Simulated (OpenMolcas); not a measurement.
A calculation on Cu2+.

| Item | Value |
| --- | --- |
| Program | OpenMolcas 26.06 |
| Method | CASSCF |
| Basis | ANO-RCC-VQZP [7s6p4d3f2g1h] |
| Scalar Hamiltonian | DKH2, point nucleus |
| Active space | 9 electrons in 6 orbitals (3d 4s) |
| State averaging | 2S+1 = 2 even, 29 roots; 2S+1 = 4 even, 10 roots kept (CI in the orbitals of an earlier block) |
| Spin-orbit coupling | state interaction with AMFI integrals over the reference wave functions, term energies averaged over their components |

Which level of the active space comes out lowest?

3d9 2D 5/2, with 100 % of that term; it is also the measured ground level.

How high does 3d8 4s 4F 5/2 lie?

35980 cm-1 above the lowest level; measured 63149 cm-1 above the ground level, so the calculation is off by -43 %.

How high does 3d8 4s 4F 7/2 lie?

34935 cm-1 above the lowest level; measured 62065 cm-1 above the ground level, so the calculation is off by -44 %.

How high does 3d8 4s 2D 5/2 [69 %] lie?

54556 cm-1 above the lowest level; measured 77968 cm-1 above the ground level, so the calculation is off by -30 %.

Measured values: Sugar and Musgrove, J. Phys. Chem. Ref. Data 19, 527 (1990).

Without dynamic correlation excited terms often stand tens of per cent too high (terms of higher spin than the ground term too low), and those without a measured partner can miss by more than the paired ones. Terms from blocks run as CI alone lack orbitals of their own. A single d shell beside an s shell can misplace configurations of different d count against each other. Computed and measured levels are paired by configuration, term and J; levels that our copy of the source lacks, or whose pairing is in doubt (as where it misses far off the trend of its configuration), stay unpaired and out of the deviations. Levels of configurations outside the active space are missing.

A share in square brackets marks a mixed level and gives the weight of the term that names it.
